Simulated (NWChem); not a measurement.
# GePH₅; SMILES [GeH3][PH2]

All runs: NWChem. Geometry: optimised at PBE-D3(BJ)/def2-SVP. Hybrids' shares of exact exchange are those that their runs print; pure functionals count as 0. The functionals differ in more than this share.

```
row              share of exact exchange  highest occupied level (eV)
---------------  -----------------------  ---------------------------
PBE/def2-SVP                        0.00                        -6.44
BP86/def2-SVP                       0.00                        -6.55
TPSSh/def2-SVP                      0.10                        -7.03
B3LYP/def2-SVP                      0.20                        -7.31
B3PW91/def2-SVP                     0.20                        -7.40
PW6B95/def2-SVP                     0.28                     withheld
```

Q: Fit a straight line of the last column on the one before it, predict the withheld value, and compare with the run.

A: 
1. Means of the 5 shown rows: x = 0.100, y = -6.946. Slope Σ(x − x̄)(y − ȳ)/Σ(x − x̄)² = -0.1720/0.04000 = -4.300; intercept -6.516.
2. The shown rows scatter about the line by 0.062 (root mean square); the largest residual is -0.08, at TPSSh/def2-SVP.
3. At x = 0.28 (PW6B95/def2-SVP; beyond the shown range) the line gives -7.72.
4. The run gives -7.61, +0.11 from the line, 1.8 times the scatter.
